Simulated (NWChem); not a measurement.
System: C4H2N2; SMILES C#C/C=N/C#N

NWChem input:

```
start job
memory heap 200 mb stack 900 mb global 1100 mb
geometry units angstroms noautosym nocenter noautoz
  C      0.219218     2.965017     0.000000
  C     -0.041255     1.780167     0.000000
  C     -0.424310     0.411603     0.000000
  N      0.447673    -0.531255     0.000000
  C      0.068958    -1.803999     0.000000
  N     -0.156798    -2.946474     0.000000
  H      0.468780     4.011612     0.000000
  H     -1.509395     0.208366     0.000000
end
basis spherical
  * library pcsseg-1
end
dft
  xc xpbe96 cpbe96
  iterations 150
end
property
  shielding
end
task dft property
```

Structure relaxed at the PBE0/def2-SVP level.

GIAO values for the isolated, static molecule; σ is the absolute isotropic shielding, δ = σ(reference) − σ with the isolated reference molecule computed at the same levels (13C: tetramethylsilane, 1H: tetramethylsilane, 15N: ammonia).

Atoms are numbered as in the input.

Question: Give the results of this calculation. (PBE/pcSseg-1, GIAO.) Quantities: δ C1 (ppm); δ C2 (ppm); δ C3 (ppm); δ N4 (ppm); δ N6 (ppm); δ H7 (ppm); δ H8 (ppm).

Answer: 
```json
{
  "δ C1 (ppm)": "105.5",
  "δ C2 (ppm)": "88.2",
  "δ C3 (ppm)": "164.1",
  "δ N4 (ppm)": "363.1",
  "δ N6 (ppm)": "339.9",
  "δ H7 (ppm)": "4.15",
  "δ H8 (ppm)": "8.00"
}
```
